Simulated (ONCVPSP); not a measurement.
**Before and after: ONCV potential for cerium**

```
Element                 : Ce (Z = 58)
Generator               : ONCVPSP 4.0.1
Type                    : optimised norm-conserving Vanderbilt (ONCV)
Functional              : PBE
Relativity              : fully relativistic
Frozen core             : [Kr] 4d10
Valence charge          : 12
Reference configuration : 5s2 5p6 5d2 6s2
Partial waves           : 5s+6s: rc 2.45 bohr, ncon 3, nbas 6, qcut 6.2 1/bohr, 2 projectors; 5p: rc 2.75 bohr, ncon 4, nbas 8, qcut 5.2 1/bohr, 3 projectors, debl 3.3 Ha; 5d: rc 2.45 bohr, ncon 5, nbas 9, qcut 3.8 1/bohr, 3 projectors, debl 3.7 Ha; f scattering state at 0.02 Ha: rc 2.50 bohr, ncon 3, nbas 8, qcut 4.2 1/bohr, 2 projectors, debl 4 Ha
Local potential         : polynomial inside 2.10 bohr (lpopt 3, dvloc0 1 Ha)
Core correction         : Teter function fitted to the true core (icmod 2), fcfact 0.55
```

Open shells are filled in proportion to 2j + 1.

In the f channel the program set the typed energies aside and used -0.413, 3.587 Ha (j = l + 1/2; the other j can differ).

Change: d: nproj 0; local potential the d channel.

Cutoffs: the cutoffs (Ha) at which the residual kinetic energy of the hardest occupied pseudo-wave falls to 1 and 0.1 mHa per electron; they do not see the model core or the augmentation charge, which bear on the density cutoff. Errors are all-electron minus pseudo energies relative to the spin-unpolarised reference configuration.

Predict the effect on cutoff, ghosts and configuration errors.

The potential gets neither clearly harder nor softer (10 Ha and 12 Ha → 10 Ha and 12 Ha); the miss of the reference levels goes from 0.00 to 0.16 eV; the errors of the 4 common tests hardly move; the range in which the d5/2 phases agree narrows (upper end at the end of the scan → 1.6); the range in which the d3/2 phases agree narrows (upper end at the end of the scan → 1.7); neither file shows a bound ghost. In the changed file the local d channel has no projectors, so it cannot carry the spin–orbit splitting, and the file is wrong for that shell.

| quantity | base | changed |
| --- | --- | --- |
| cutoff, loose | 10 Ha | 10 Ha |
| cutoff, tight | 12 Ha | 12 Ha |
| bound ghosts | none | none |
| GHOST(+) flags under 300 eV | none | none |
| largest miss of a reference level, eV | 0.00 | 0.16 |
| error for 4f1 5s2 5p6 5d1 6s2, meV [ΔE -4.75 eV] | +2136 | +2139 |
| error for 4f1 5s2 5p6 5d1 6s1, meV [ΔE 1.32 eV] | +2133 | +2136 |
| error for 4f1 5s2 5p6 5d1 6s0, meV [ΔE 12.40 eV] | +2120 | +2120 |
| error for 5s2 5p6 5d0 6s0, meV [ΔE 69.26 eV] | +39 | +43 |
| s: phases at 2.49 bohr within 0.05 rad from the reference energy up to (Ha; the scan ends near 5) | 4.0 | 4.0 |
| p3/2: phases at 2.79 bohr within 0.05 rad from the reference energy up to (Ha; the scan ends near 5) | to the end of the scan | to the end of the scan |
| p1/2: phases at 2.79 bohr within 0.05 rad from the reference energy up to (Ha; the scan ends near 5) | to the end of the scan | to the end of the scan |
| d5/2: phases at 2.49 bohr within 0.05 rad from the reference energy up to (Ha; the scan ends near 5) | to the end of the scan | 1.6 |
| d3/2: phases at 2.49 bohr within 0.05 rad from the reference energy up to (Ha; the scan ends near 5) | to the end of the scan | 1.7 |
| f7/2: phases at 2.54 bohr within 0.05 rad from the reference energy up to (Ha; the scan ends near 5) | -0.4 | -0.4 |
| f5/2: phases at 2.54 bohr within 0.05 rad from the reference energy up to (Ha; the scan ends near 5) | -0.4 | -0.4 |
| rms error of d²Exc/dni dnj with the model core, mHa | 3.02 | 3.02 |

Base: The cutoffs count occupied waves only; projector 1 of the f channel, the hardest unoccupied one, needs 76 Ha at the loose tolerance. These tests converged, but a pseudo level misses the all-electron one widely, so the file describes the atom poorly there or has found another state: 4f1 5s2 5p6 5d1 6s2: 4f by 4.1 eV; 4f1 5s2 5p6 5d1 6s1: 4f by 4.2 eV; 4f1 5s2 5p6 5d1 6s0: 4f by 4.2 eV. Changed file: The cutoffs count occupied waves only; projector 1 of the f channel, the hardest unoccupied one, needs 76 Ha at the loose tolerance. These tests converged, but a pseudo level misses the all-electron one widely, so the file describes the atom poorly there or has found another state: 4f1 5s2 5p6 5d1 6s2: 4f by 4.1 eV; 4f1 5s2 5p6 5d1 6s1: 4f by 4.2 eV; 4f1 5s2 5p6 5d1 6s0: 4f by 4.2 eV.
